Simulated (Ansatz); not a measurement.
cyclo-(Me2SiS)3 (C₆H₁₈S₃Si₃). Total charge 0; singlet. Geometry PBE-D4/def2-SVP, basis def2-TZVP, Ansatz.

```xyz
30

Si    0.6530    0.3396   -1.9116
C     0.3623   -1.4380   -2.4566
C     1.0282    1.4622   -3.3726
S     2.3996    0.4367   -0.6182
Si    1.5428    0.0598    1.3456
C     0.9698    1.6802    2.1121
C     2.9064   -0.7450    2.3597
S    -0.0535   -1.4235    1.2671
Si   -1.7383   -0.3169    0.4478
C    -2.8395   -1.6086   -0.3661
C    -2.6852    0.6025    1.7902
S    -1.1096    1.2105   -0.9686
H     1.2515   -1.7941   -3.0167
H    -0.5279   -1.5079   -3.1143
H     0.2237   -2.0945   -1.5755
H     0.2035    1.4220   -4.1131
H     1.1565    2.5109   -3.0398
H     1.9654    1.1372   -3.8692
H     0.2276    2.1764    1.4567
H     0.5232    1.5067    3.1124
H     1.8424    2.3569    2.2209
H     3.2000   -1.7190    1.9214
H     3.8006   -0.0887    2.3803
H     2.5663   -0.9117    3.4021
H    -2.3142   -2.1220   -1.1942
H    -3.7499   -1.1239   -0.7742
H    -3.1494   -2.3712    0.3781
H    -3.5440    1.1480    1.3472
H    -2.0379    1.3340    2.3111
H    -3.0736   -0.1186    2.5382
```

| run | HOMO (eV) | LUMO (eV) |
| --- | --- | --- |
| A | -6.62 | -0.02 |
| B | -6.85 | 0.17 |
| C | -5.68 | -0.72 |
| D | -5.96 | -0.44 |

B3LYP takes the VWN-RPA correlation. Single mean-field runs in def2-TZVP are fitted with def2-universal-jkfit.

Q: The runs used B3LYP, PBE, PBE0, r2SCAN. Estimate which is which.

A: A B3LYP (20 % exact exchange); B PBE0 (25 % exact exchange); C PBE (0 % exact exchange); D r2SCAN (0 % exact exchange). Exact exchange lowers occupied and raises empty levels; among semilocal functionals meta-GGAs tend to open the gap a little, and such runs are hard to tell apart. The gap grows from 4.96 eV (PBE) to 7.02 eV (PBE0).
